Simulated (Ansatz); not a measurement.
Geometry optimisation, RKS PBE0-D4/def2-SVP (Ansatz 0.2.0).

Input file:

```yaml
crystal:
  periodic: [false, false, false]
  atoms:
    - { symbol: Ge, position_ang: [-1.119942, 0.154091, 0.730053] }
    - { symbol: "N", position_ang: [1.964715, -0.251868, -0.070071] }
    - { symbol: C, position_ang: [-1.24364, 0.091288, -1.03647] }
    - { symbol: H, position_ang: [1.071876, -0.188693, -0.562507] }
    - { symbol: H, position_ang: [-0.843282, 1.447038, 1.495859] }
    - { symbol: H, position_ang: [-1.150788, -1.102081, 1.600792] }
    - { symbol: H, position_ang: [1.857108, -0.949742, 0.664653] }
    - { symbol: H, position_ang: [2.130755, 0.648501, 0.378275] }
    - { symbol: H, position_ang: [-1.44218, -0.847974, -1.557317] }
    - { symbol: H, position_ang: [-1.224523, 0.999541, -1.643166] }
basis:
  gaussian: { orbitals: def2-SVP }
hamiltonian:
  xc: pbe0
  dispersion: d4
relax:
  f_tol: 0.03
  max_steps: 50
output:
  orbitals: {}
```

Run as:

```bash
$ ansatz run input.yaml --threads 2 --pin off --max-ram 3072MiB --backend cpu --events-out ev --progress --plain --runs-dir out
```

Question: Where does it end, and by what steps?

Answer: The run converged. The force dipped under the threshold on the way, but the program's further checks kept it going. After 9 steps the energy has fallen by 0.103 eV; H4 moved furthest, 0.58 Å.

```json
{"step": "0", "energy less start (eV)": "0.0000", "largest force component (eV/Å)": "0.288", "accepted": "yes"}
{"step": "1", "energy less start (eV)": "-0.0262", "largest force component (eV/Å)": "0.480", "accepted": "yes"}
{"step": "2", "energy less start (eV)": "-0.0729", "largest force component (eV/Å)": "0.466", "accepted": "yes"}
{"step": "3", "energy less start (eV)": "-0.0823", "largest force component (eV/Å)": "0.583", "accepted": "yes"}
{"step": "4", "energy less start (eV)": "-0.0985", "largest force component (eV/Å)": "0.091", "accepted": "yes"}
{"step": "5", "energy less start (eV)": "-0.0866", "largest force component (eV/Å)": "0.653", "accepted": "no"}
{"step": "6", "energy less start (eV)": "-0.1021", "largest force component (eV/Å)": "0.013", "accepted": "yes"}
{"step": "7", "energy less start (eV)": "-0.1028", "largest force component (eV/Å)": "0.063", "accepted": "yes"}
{"step": "8", "energy less start (eV)": "-0.1031", "largest force component (eV/Å)": "0.037", "accepted": "yes"}
{"step": "9", "energy less start (eV)": "-0.1031", "largest force component (eV/Å)": "0.016", "accepted": "yes"}
```

```xyz
10
Properties=species:S:1:pos:R:3
Ge -1.031 0.151 0.569
N 2.238 -0.250 0.205
C -1.625 0.128 -1.099
H 1.643 -0.253 -0.621
H -0.642 1.443 1.287
H -0.940 -1.108 1.429
H 1.902 -0.989 0.819
H 2.083 0.637 0.681
H -1.920 -0.805 -1.584
H -1.708 1.045 -1.686
```

Time of the run: 24 s on 2 threads of Arm Neoverse V1 (shared host), peak memory 0.2 GiB.
